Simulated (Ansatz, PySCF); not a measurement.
The pair A = boric acid (SMILES OB(O)O) (first 7 atoms), B = NH3 (SMILES N); geometry from B3LYP-D3(BJ)/def2-TZVP.
(charge 0, multiplicity 1):
```xyz
11

O     -0.00238    -0.57182    -1.19767
B     -0.15521    -0.19618     0.11024
O     -1.36115     0.38326     0.47840
O      0.87794    -0.41176     0.96647
H     -0.78684    -0.37711    -1.71828
H     -1.39826     0.62139     1.40848
H      0.69824    -0.11936     1.88130
N      0.40225     0.43593     3.69128
H      0.30297     1.42922     3.87081
H     -0.31101    -0.04699     4.22676
H      1.30129     0.15267     4.06765
```

Correlated levels freeze the cores.

Programs: Ansatz (Gaussian orbitals); PySCF for the dispersion terms. 

The monomers are drawn apart, rigid, along the line of their centres of mass. Counterpoise-corrected interaction energies (kcal/mol):

```tsv
level	R = 4.515 Å	R = 5.281 Å
PBE/def2-TZVPPD	-5.9142	-2.9549
PBE-D3(BJ)/def2-TZVPPD	-6.3882	-3.1632
wB97M-V/def2-TZVPPD	-6.1039	-3.0663
CCSD(T)/aug-cc-pVDZ	-5.9203	-3.0093
```

Task: R is the distance of the centres of mass. Find the local exponent m of E ∝ R⁻ᵐ between the two points.

Result: 
m = ln(E₁/E₂)/ln(R₂/R₁): PBE/def2-TZVPPD 4.4; PBE-D3(BJ)/def2-TZVPPD 4.5; wB97M-V/def2-TZVPPD 4.4; CCSD(T)/aug-cc-pVDZ 4.3. For scale, two fixed dipoles give m = 3, dipole and quadrupole 4, quadrupoles 5, and dispersion or dipole-induced dipole 6 at long range; at these distances several terms mix, and what is left of overlap and damping shifts m, so it need not match one of them.

Ansatz is an electronic-structure program.
